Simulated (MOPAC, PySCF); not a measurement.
H3Al, SMILES `[AlH3]`, neutral singlet in the gas phase. 

Cartesian coordinates (Å):
SMILES: [AlH3]
```xyz
4

Al     0.0000     0.0000    -0.0002
H      1.5747    -0.1301     0.0000
H     -0.9000    -1.2987    -0.0002
H     -0.6747     1.4288     0.0003
```
Charge 0, multiplicity 1.

All levels are single points at this geometry (B3LYP-D3(BJ)/def2-TZVP); Pople sets use spherical d functions. Orbital energies aren't observables, and empty levels follow the basis.

PM6 in MOPAC gives dipole (D) = 0.00.

Question: Estimate the dipole (D) from each of these levels: TPSSh-D3(BJ)/def2-TZVP in PySCF; B3LYP/6-311+G** in PySCF; BP86/6-31G* in PySCF; SVWN5/6-31G* in PySCF; HF/3-21G in PySCF.

Answer: 
```
level                            dipole (D)
-------------------------------  ----------
TPSSh-D3(BJ)/def2-TZVP in PySCF        0.00
B3LYP/6-311+G** in PySCF               0.00
BP86/6-31G* in PySCF                   0.00
SVWN5/6-31G* in PySCF                  0.00
HF/3-21G in PySCF                      0.00
```
